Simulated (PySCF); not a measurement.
**Two-component Hartree-Fock for Ir (iridium, neutral)**

Start: [Xe] 4f14 5d6 6s2 6p1; 5d3/2 filled at m_j = +3/2; 5d5/2 filled at m_j = -3/2, -1/2, +1/2, +3/2, +5/2; 6p3/2 filled at m_j = +3/2. Calculated with PySCF 2.14 in x2c-TZVPall-2c: generalised Hartree-Fock with the X2C-1e Hamiltonian and a Gaussian nucleus; spin-orbit coupling (SO) screened by Boettger's factors. This is a chosen level, not necessarily the ground level.

| spinor shell | electrons | ε, screened SO (eV) | weight of nominal j (screened SO) | rms radius, screened SO (bohr) |
| --- | --- | --- | --- | --- |
| 1s1/2 | 2 | -76512.7 | 1.000 | 0.0197 |
| 2s1/2 | 2 | -13533.3 | 1.000 | 0.0795 |
| 2p1/2 | 2 | -12941.6 | 1.000 | 0.0675 |
| 2p3/2 | 4 | -11308.3 | 1.000 | 0.0752 |
| 3s1/2 | 2 | -3234.4 | 1.000 | 0.203 |
| 3p1/2 | 2 | -2970.0 | 1.000 | 0.195 |
| 3d3/2 | 4 | -2170.4 | 1.000 | 0.185 |
| 3d5/2 | 6 | -2092.2 | 1.000 | 0.189 |
| 4s1/2 | 2 | -728.66 | 1.000 | 0.450 |
| 4p1/2 | 2 | -615.94 | 1.000 | 0.456 |
| 4p3/2 | 4 | -528.85 | 1.000 | 0.490 |
| 4d3/2 | 4 | -343.83 | 0.999 | 0.507 |
| 4d5/2 | 6 | -326.87 | 1.000 | 0.519 |
| 5s1/2 | 2 | -120.11 | 1.000 | 1.05 |
| 4f5/2 | 6 | -88.972 | 0.989 | 0.586 |
| 4f7/2 | 8 | -85.661 | 0.991 | 0.586 |
| 5p1/2 | 2 | -83.397 | 0.962 | 1.15 |
| 5p3/2 | 4 | -66.557 | 0.982 | 1.24 |
| 5d5/2 | 5 | -18.516 | 0.466 | 1.73 |
| 5d3/2 | 1 | -15.076 | 0.658 | 1.76 |
| 6s1/2 | 2 | -10.638 | 0.961 | 3.06 |
| 6p3/2 | 1 | -4.743 | 1.000 | 4.34 |

(1) Where does 3p3/2 lie, and what is the 3p spin-orbit splitting (screened SO)?

| quantity | screened SO |
| --- | --- |
| E (hartree) | -17838.84144 |
| M_J | 11/2 |
| ⟨J²⟩ | 35.958 |
| ⟨L²⟩ | 13.837 |
| ⟨S²⟩ | 8.001 |

Each row is a mean over spinors that exchange with the open shell spreads, by up to 8.250 eV (5p3/2).

Rows whose weight is well below 1 are mixtures of j = l ± 1/2: exchange outweighs spin-orbit coupling there, and the label is only the starting occupation.

⟨J²⟩ departs a little from M_J(M_J + 1) because the unrestricted spinors polarise the closed shells.

Breit and QED terms are absent; they matter most for the inner s and p1/2 levels.

Densities and radii are taken from the X2C orbitals without a picture-change correction, which distorts them close to the nucleus.

Answers

(1) At -2606.7 eV, 363.27 eV above 3p1/2.
